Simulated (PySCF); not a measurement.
## BrF: energy against distance

Set-up: basis Br def2-SVP, F def2-SVP; no relativity; PySCF 2.14. Energies in eV from Br + F in their ground configurations at the same level. State: ¹Σ⁺ (singlet), closed shell.

All columns are r²SCAN. A positive dipole means Br(−)F(+).

| R (Å) | E (eV) | μ (D) | Mulliken charge on Br (basis-dependent) | HOMO (eV) | LUMO (eV) | Mayer bond order | ⟨S²⟩ |
| --- | --- | --- | --- | --- | --- | --- | --- |
| 1.527 | -1.239 | -0.68 | 0.29 | -6.87 | -1.88 | 0.93 | 0.00 |
| 1.598 | -1.966 | -0.95 | 0.31 | -7.10 | -2.61 | 0.93 | 0.00 |
| 1.669 | -2.372 | -1.19 | 0.31 | -7.31 | -3.32 | 0.94 | 0.00 |
| 1.723 | -2.524 | -1.34 | 0.31 | -7.46 | -3.84 | 0.94 | 0.00 |
| 1.776 | -2.578 | -1.48 | 0.30 | -7.59 | -4.33 | 0.94 | 0.00 |
| 1.829 | -2.558 | -1.60 | 0.29 | -7.71 | -4.78 | 0.95 | 0.00 |
| 1.900 | -2.447 | -1.74 | 0.28 | -7.86 | -5.34 | 0.96 | 0.00 |
| 1.989 | -2.217 | -1.88 | 0.26 | -8.02 | -5.95 | 0.96 | 0.00 |
| 2.096 | -1.865 | -2.03 | 0.24 | -8.19 | -6.58 | 0.97 | 0.00 |
| 2.238 | -1.349 | -2.17 | 0.22 | -8.36 | -7.24 | 0.97 | 0.00 |

A fit through these points gives, at Re = 1.786 Å, μ = -1.50 D and dμ/dR = -2.35 D/Å; the reduced mass is 15.31 u.

How strong is the fundamental in the double-harmonic approximation, I = 42.26·(dμ/dR)²/μred km/mol?

I = 42.26·(-2.35)²/15.31 = 15.2 km/mol at r²SCAN.
